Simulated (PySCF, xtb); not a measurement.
GeH, SMILES [GeH] (connectivity only; charge and spin as stated), charge +1, multiplicity 1.

GFN2-xTB (xtb 6.7.1) at its own geometry gives an orbital gap of 2.21 eV.

Coordinates come from a PBE-D3(BJ)/def2-TZVPD optimisation. The spin state was assumed, not searched.

What does ωB97X/def2-TZVPD (PySCF) give? (The exact figures need the calculation; the answer reports its results.)

gap 9.31 eV (levels -17.36 and -8.04 eV).
